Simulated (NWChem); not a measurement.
System meant: CH₃BrGeO, singlet; SMILES [Ge]([O]C)[Br]

Input file for NWChem:

```
start job
memory heap 200 mb stack 900 mb global 1100 mb
geometry units angstroms noautoz
  Ge     0.872219    -0.656558    -0.000437
  Br    -0.375340     1.375016    -0.001681
  O     -0.417322    -1.862865     0.003306
  C     -1.819289    -1.814269     0.006921
  H     -2.199769    -0.779199    -0.012393
  H     -2.207009    -2.353176    -0.873173
  H     -2.202400    -2.317083     0.910200
end
basis spherical
  Ge library def2-svp
  Br library def2-svp
  O library def2-svp
  C library def2-svp
  H library def2-svp
end
dft
  xc b3lyp
  iterations 4
  mulliken
end
task dft energy
```

End of the output:

```
    Atom       Charge   Shell Charges
 -----------   ------   -------------------------------------------------------
    1 Ge  32    31.78   2.00  2.00  1.97  1.13  0.63  5.99  5.80  1.03  0.87  7.81  2.05  0.50
    2 Br  35    35.10   2.00  2.00  1.96  1.14  0.75  5.99  5.81  2.45  2.97  7.84  2.04  0.15
    3 O    8     8.23   1.97  0.92  0.59  2.74  1.99  0.02
    4 C    6     5.93   1.96  0.58  0.30  1.83  1.13  0.13
    5 H    1     1.00   0.65  0.28  0.07
    6 H    1     0.98   0.65  0.27  0.06
    7 H    1     0.98   0.65  0.27  0.06

 center of mass
 --------------
 x =   0.14486859 y =   0.12070657 z =  -0.00002250

 moments of inertia (a.u.)
 ------------------
        1047.501717156625          -0.000000000000          -0.000000000000
          -0.000000000000         442.879444268420          -0.000000000000
          -0.000000000000          -0.000000000000        1478.930064556364

     Multipole analysis of the density
     ---------------------------------

     L   x y z        total         alpha         beta         nuclear
     -   - - -        -----         -----         ----         -------
     0   0 0 0      0.000000    -42.000000    -42.000000     84.000000

     1   1 0 0     -0.115010     -0.057505     -0.057505      0.000000
     1   0 1 0     -0.429017     -0.214508     -0.214508      0.000000
     1   0 0 1      0.001254      0.000627      0.000627     -0.000000

     2   2 0 0    -32.869409   -134.178907   -134.178907    235.488406
     2   1 1 0      0.855126    -17.092602    -17.092602     35.040330
     2   1 0 1     -0.002291      0.004227      0.004227     -0.010744
     2   0 2 0    -37.800965   -264.400371   -264.400371    490.999777
     2   0 1 1     -0.001845      0.001474      0.001474     -0.004793
     2   0 0 2    -33.949124    -19.815100    -19.815100      5.681076

 ------------------------------------------------------------------------
 dft energy failed                                                                                  0
 ------------------------------------------------------------------------
 ------------------------------------------------------------------------
  current input line :
    24: task dft energy
 ------------------------------------------------------------------------
 ------------------------------------------------------------------------
 This type of error is most commonly associated with calculations not reaching convergence criteria
 ------------------------------------------------------------------------
 For more information see the NWChem manual at https://nwchemgit.github.io

0:dft energy failed:Received an Error in Communication
```

Can this run be used? If not, why, and what is the fix?

The run did not converge; its last values are not results. Cause: the SCF was allowed too few iterations. This input runs:
```
start job
memory heap 200 mb stack 900 mb global 1100 mb
geometry units angstroms noautoz
  Ge     0.872219    -0.656558    -0.000437
  Br    -0.375340     1.375016    -0.001681
  O     -0.417322    -1.862865     0.003306
  C     -1.819289    -1.814269     0.006921
  H     -2.199769    -0.779199    -0.012393
  H     -2.207009    -2.353176    -0.873173
  H     -2.202400    -2.317083     0.910200
end
basis spherical
  * library def2-svp
end
dft
  xc b3lyp
  iterations 150
  mulliken
end
task dft energy
```
It converges to -4765.76877 Ha (B3LYP/def2-SVP).
